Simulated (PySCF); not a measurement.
**CaBi⁺: one state, many levels of theory**

State: ³Σ⁻ (triplet), unpaired electrons π ↑↑. Set-up: Ca def2-SVPD, Bi def2-SVPD with ECP60; scalar-relativistic core potentials (PySCF 2.14). De refers to Ca⁺ + Bi in their high-spin ground configurations, without counterpoise correction. The functionals are run spin-unrestricted. A positive dipole points towards Bi; it is taken about the centre of mass and depends on that origin.

```
       Level  Re (Å)  ωe (cm⁻¹)  De (eV)   μ (D)  CPU s a point (SCF and correlation, without the integrals)
        ROHF   3.139        179      n/a  -15.23                                                        0.15
    ROHF-MP2   3.150        172      n/a     n/a                                                        0.31
ROHF-SCS-MP2   3.168        167      n/a     n/a                                                         n/a
   ROHF-CCSD   3.209        150      n/a     n/a                                                         n/a
ROHF-CCSD(T)   3.220        147      n/a     n/a                                                         9.8
         PBE   3.045        191      n/a  -12.21                                                         0.6
      PBEsol   3.014        198      n/a  -12.35                                                        0.47
      r²SCAN   3.043        195      n/a  -13.27                                                        0.83
        PBE0   3.044        191      n/a  -13.06                                                         1.5
     r²SCAN0   3.046        191      n/a  -13.68                                                        0.96
   BHandHLYP   3.071        184      n/a  -13.45                                                        0.65
```

The bond length runs from 3.014 Å (PBEsol) to 3.220 Å (ROHF-CCSD(T)).

Correlated steps freeze 9 core orbitals. Spin–orbit coupling is left out, which matters for elements this heavy, above all for dissociation energies. UHF is strongly spin-contaminated for CaBi⁺, so the ROHF reference used there is far from stable. The state is the lowest determinant that a PBE0 search found; another state may lie lower at other levels.

The whole job (state search and all levels along the bond) took about 3.4 min on 1 thread of Oxide Virtual Turin-like (shared host), peak memory 0.74 GiB.
